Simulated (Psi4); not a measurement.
C2H5N, triplet, at a GFN2-xTB geometry (a higher spin typed on purpose: for a closed-shell molecule this is an excited state); BLYP/STO-3G run with Psi4 1.11.

Input for Psi4:
```
memory 2 GB

molecule {
0 3
C     1.18220412   -0.18704546    0.00761715
N    -0.13698691    0.02812507    0.44949271
C    -1.19713933    0.18377426   -0.35550450
H     1.53745989    0.64718989   -0.61480816
H     1.83221410   -0.29239572    0.87664903
H     1.25623146   -1.08844880   -0.61795110
H    -1.93125172   -0.61564286   -0.33659213
H    -1.64613406    1.17204923   -0.36642255
}

set {
  basis sto-3g
  reference uks
  level_shift 1.0
}

energy('blyp')
print_variables()
```

Task: What does Psi4 print? Leave out banner, timings and long lists.

Result: 
```
   => Loading Basis Set <=

    Name: STO-3G
    Role: ORBITAL
    Keyword: BASIS

         ---------------------------------------------------------
                                   SCF
               by Justin Turney, Rob Parrish, Andy Simmonett
                          and Daniel G. A. Smith
                              UKS Reference
         ---------------------------------------------------------

  ==> Geometry <==

    Molecular point group: c1
    Full point group: C1

    Geometry (in Angstrom), charge = 0, multiplicity = 3:

       Center              X                  Y                   Z               Mass
    ------------   -----------------  -----------------  -----------------  -----------------
         C            1.206383553401    -0.191133257711    -0.016829065724    12.000000000000
         N           -0.112807476599     0.024037272289     0.425046494276    14.003074004430
         C           -1.172959896599     0.179686462289    -0.379950715724    12.000000000000
         H            1.561639323401     0.643102092289    -0.639254375724     1.007825032230
         H            1.856393533401    -0.296483517711     0.852202814276     1.007825032230
         H            1.280410893401    -1.092536597711    -0.642397315724     1.007825032230
         H           -1.907072286599    -0.619730657711    -0.361038345724     1.007825032230
         H           -1.621954626599     1.167961432289    -0.390868765724     1.007825032230

  Running in c1 symmetry.

  Rotational constants: A =      1.95859  B =      0.31765  C =      0.30507 [cm^-1]
  Rotational constants: A =  58717.01959  B =   9522.88441  C =   9145.86454 [MHz]
  Nuclear repulsion =   71.019693509068546

  Charge       = 0
  Multiplicity = 3
  Electrons    = 24
  Nalpha       = 13
  Nbeta        = 11

  ==> Algorithm <==

  SCF Algorithm Type is DF.
  DIIS enabled.
  MOM disabled.
  Fractional occupation disabled.
  Guess Type is SAD.
  Energy threshold   = 1.00e-06
  Density threshold  = 1.00e-06
  Integral threshold = 1.00e-12

  ==> Primary Basis <==

  Basis Set: STO-3G
    Blend: STO-3G
    Number of shells: 14
    Number of basis functions: 20
    Number of Cartesian functions: 20
    Spherical Harmonics?: true
    Max angular momentum: 1

  ==> DFT Potential <==

   => LibXC <=

    Version 7.1.2
    S. Lehtola, C. Steigemann, M. J. T. Oliveira, and M. A. L. Marques,  SoftwareX 7, 1–5 (2018) (10.1016/j.softx.2017.11.002)

   => Composite Functional: BLYP <=

    BLYP GGA Exchange-Correlation Functional

    P.J. Stephens et. al., J. Phys. Chem., 98, 11623-11627, 1994
    B. Miehlich et. al., Chem. Phys. Lett., 157(3), 200-206 1989

    Deriv               =              1
    GGA                 =           TRUE
    Meta                =          FALSE

    Exchange Hybrid     =          FALSE
    MP2 Hybrid          =          FALSE

   => Exchange Functionals <=

    1.0000     XC_GGA_X_B88

   => Correlation Functionals <=

    1.0000     XC_GGA_C_LYP

   => LibXC Density Thresholds  <==

    XC_GGA_C_LYP:  1.00E-14
    XC_GGA_X_B88:  1.00E-15

   => Molecular Quadrature <=

    Radial Scheme          =       TREUTLER
    Pruning Scheme         =           NONE
    Nuclear Scheme         =       TREUTLER

    Blocking Scheme        =         OCTREE
    BS radius alpha        =              1
    Pruning alpha          =              1
    Radial Points          =             75
    Spherical Points       =            302
    Total Points           =         171858
    Total Blocks           =           1337
    Max Points             =            256
    Max Functions          =             20
    Weights Tolerance      =       1.00E-15

   => Loading Basis Set <=

    Name: (STO-3G AUX)
    Role: JKFIT
    Keyword: DF_BASIS_SCF

  ==> Integral Setup <==

  SCF_SUBTYPE=INCORE selected. In-core MEM_DF algorithm will be used.
  Using in-core AOs.

  ==> MemDFJK: Density-Fitted J/K Matrices <==

    J tasked:                   Yes
[...]
  Reciprocal condition number of the overlap matrix is 9.3686584653E-02.
    Using symmetric orthogonalization.

  ==> Pre-Iterations <==

  SCF Guess: Superposition of Atomic Densities via on-the-fly atomic UHF (no occupation information).

   -------------------------
    Irrep   Nso     Nmo
   -------------------------
     A         20      20
   -------------------------
    Total      20      20
   -------------------------

  ==> Iterations <==

                           Total Energy        Delta E     RMS |[F,P]|

   @DF-UKS iter SAD:  -130.78974388827868   -1.30790e+02   0.00000e+00
   @DF-UKS iter   1:  -132.05207701855562   -1.26233e+00   6.16630e-03 DIIS/ADIIS
   @DF-UKS iter   2:  -132.05456621789631   -2.48920e-03   6.33654e-03 DIIS/ADIIS
   @DF-UKS iter   3:  -132.06422994962017   -9.66373e-03   6.64273e-04 DIIS/ADIIS
   @DF-UKS iter   4:  -132.06425980771854   -2.98581e-05   5.94865e-04 DIIS/ADIIS
   @DF-UKS iter   5:  -132.06436032147033   -1.00514e-04   6.81073e-05 DIIS
   @DF-UKS iter   6:  -132.06436192616601   -1.60470e-06   1.04826e-05 DIIS
   @DF-UKS iter   7:  -132.06436198386680   -5.77008e-08   2.32455e-06 DIIS
   @DF-UKS iter   8:  -132.06436198664929   -2.78249e-09   4.94416e-07 DIIS
  Energy and wave function converged.

  ==> Post-Iterations <==

   Electrons on quadrature grid:
      Nalpha   =   13.0000029627 ; deviation = 2.963e-06
      Nbeta    =   11.0000033237 ; deviation = 3.324e-06
      Ntotal   =   24.0000062864 ; deviation = 6.286e-06

   @Spin Contamination Metric:   1.551666252E-03
   @S^2 Expected:                2.000000000E+00
   @S^2 Observed:                2.001551666E+00
   @S   Expected:                1.000000000E+00
   @S   Observed:                1.000000000E+00

    Orbital Energies [Eh]
    ---------------------

    Alpha Occupied:

[...]
      13A     -0.026510

    Alpha Virtual:

[...]
      20A      0.538153

    Beta Occupied:

[...]
    Beta Virtual:

[...]
    Final Occupation by Irrep:
              A
    DOCC [    11 ]
    SOCC [     2 ]
    NA   [    13 ]
    NB   [    11 ]

  @DF-UKS Final Energy:  -132.06436198664929

   => Energetics <=

    Nuclear Repulsion Energy =             71.0196935090685457
    One-Electron Energy =                -318.4485080061012354
    Two-Electron Energy =                 134.9125843177295678
    DFT Exchange-Correlation Energy =     -19.5481318073461630
    Empirical Dispersion Energy =           0.0000000000000000
    VV10 Nonlocal Energy =                  0.0000000000000000
    Total Energy =                       -132.0643619866492884

  UHF NO Occupations:
  HONO-2 :   11  A 1.9995708
  HONO-1 :   12  A 1.0000000
  HONO-0 :   13  A 1.0000000
  LUNO+0 :   14  A 0.0004292
  LUNO+1 :   15  A 0.0001342
  LUNO+2 :   16  A 0.0000964
  LUNO+3 :   17  A 0.0000765

Computation Completed

Properties will be evaluated at   0.000000,   0.000000,   0.000000 [a0]

Properties computed using the SCF density matrix

 Multipole Moments:

 ------------------------------------------------------------------------------------
     Multipole            Electronic (a.u.)      Nuclear  (a.u.)        Total (a.u.)
 ------------------------------------------------------------------------------------

 L = 1.  Multiply by 2.5417464519 to convert [e a0] to [Debye]
 Dipole X            :         -0.7493436            1.0966202            0.3472766
 Dipole Y            :          0.1297107           -0.1853956           -0.0556849
 Dipole Z            :          0.9148475           -1.1087197           -0.1938723
 Magnitude           :                                                    0.4016072

 ------------------------------------------------------------------------------------

  Variable Map:
  ----------------------------------------------------------------------------
[...]
  Array Variable Map:
  ----------------------------------------------------------------------------
[...]
[...]
```
